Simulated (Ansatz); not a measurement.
A series at Ge: from `[CH3][Ge]([CH3])([CH3])[Cl]`, ligands are replaced one by one, each step taking up H–F and setting free CH₄; n counts the steps. Ansatz, PBE0-D4/def2-TZVP geometries.

CBS adds triple-zeta CCSD(T) − MP2 to the MP2 limit, frozen cores; atoms without spin–orbit coupling. Outer-core shells of Ge are correlated without core-valence functions. Scalar relativity is left out up to krypton. Spin–orbit coupling is left out.

```tsv
n	molecule	atomization energy, CCSD(T)/CBS (kJ/mol)
0	`[CH3][Ge]([CH3])([CH3])[Cl]`	?
1	`[CH3][Ge]([CH3])([F])[Cl]`	4026.0
2	`[CH3][Ge]([F])([F])[Cl]`	2929.8
3	`[F][Ge]([F])([F])[Cl]`	1803.1
```

Task: By hand: fit a straight line y = ȳ + b (n − n̄) to the 3 given rows and predict n = 0.

Result: n̄ = 2.000, ȳ = 2919.63; Σ(n − n̄)(y − ȳ) = -2222.90, Σ(n − n̄)² = 2.000, so b = -1111.45 kJ/mol a step. Prediction: 2919.63 + (-1111.45) × (-2.000) = 5142.5 kJ/mol.

Task: By hand: compare with the computed value, 5107.5 kJ/mol, and give the steps along the whole series.

Result: The line misses by -35.0 kJ/mol (computed minus predicted). Steps: -1081.5, -1096.2, -1126.7 kJ/mol.

The steps differ by up to 45.2 kJ/mol, small against a whole step but well beyond the method's doubt, so the ligands' effects don't simply add. The miss is 1.1 % of the series' range. The energies themselves are unsure by some kJ/mol a bond, though much of that is common to the series.
